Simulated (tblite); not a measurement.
Planning a molecular-dynamics run on `O=c1ccocc1Br`.

Method: GFN2-xTB Langevin dynamics, gas phase (tblite 0.8.0). Geometry: GFN2-xTB. Work: Langevin dynamics, 2000 steps. The input is one job of a driver script: a line of settings, then coordinates in Å.

Command:
```bash
OMP_NUM_THREADS=1 python probes_run.py task.json out
```

Input:
```
{"job": {"kind": "md", "xc": "GFN2-xTB", "basis": "xTB", "temperature": 300, "steps": 2000, "every": 50, "frames": 5}, "charge": 0, "multiplicity": 1}
O      0.619845     2.364942     0.029561
C      0.271299     1.205320     0.013012
C     -1.115506     0.742028    -0.014360
C     -1.419994    -0.564907    -0.031620
O     -0.512702    -1.551027    -0.027095
C      0.782393    -1.207968    -0.001212
C      1.206732     0.069321     0.018905
Br     3.048910     0.464762     0.056304
H     -1.890209     1.490584    -0.019500
H     -2.430527    -0.948270    -0.051657
H      1.445184    -2.062116     0.001697
```

Hardware: Arm Neoverse V1, one thread, shared host with 32 logical CPUs at a one-minute load of 9.8.

Q: What wall time should be expected on this hardware?

A: About 12 s. That is 6 ms a step, or 300 ps of dynamics an hour.

Q: Estimate the peak memory.

A: About 0.18 GiB. Peak memory is the resident size of the whole Python process, interpreter and libraries included.

Other jobs ran on the host; a repeat could differ by tens of per cent or more.
